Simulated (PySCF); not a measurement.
PySCF 2.14 output of an unrestricted LDA calculation on a single atom or ion in x2c-TZVPPall, with the spin-free X2C one-electron Hamiltonian (Gaussian nucleus):

```
SCF conv_tol = 1e-09
number electrons alpha = 23  beta = 19
    P. A. M. Dirac.,  Math. Proc. Cambridge Philos. Soc. 26, 376 (1930)
    F. Bloch.,  Z. Phys. 57, 545 (1929)
    S. H. Vosko, L. Wilk, and M. Nusair.,  Can. J. Phys. 58, 1200 (1980)
cycle= 1 E= -4524.34537827583  delta_E= -0.0218  |g|= 0.0944  |ddm|= 0.194
cycle= 2 E= -4524.34563471482  delta_E= -0.000256  |g|= 0.054  |ddm|= 0.0406
cycle= 3 E= -4524.34592376186  delta_E= -0.000289  |g|= 0.013  |ddm|= 0.0283
cycle= 4 E= -4524.34595806035  delta_E= -3.43e-05  |g|= 0.000545  |ddm|= 0.00742
cycle= 5 E= -4524.34595814297  delta_E= -8.26e-08  |g|= 3.56e-05  |ddm|= 0.00032
cycle= 6 E= -4524.3459581433  delta_E= -3.37e-10  |g|= 2.21e-06  |ddm|= 1.97e-05
converged SCF energy = -4524.3459581433  <S^2> = 6.0006242  2S+1 = 5.0002497
```

The run itself started from symmetry-adapted Hartree-Fock orbitals and held the occupation by maximum overlap, on a logarithmic radial grid, so the iterations belong to that start.

Which element, charge and spin multiplicity is this?

Ru²⁺ (ruthenium, charge +2), multiplicity 5; the state was [Kr] 4d6, high-spin 5D determinant.
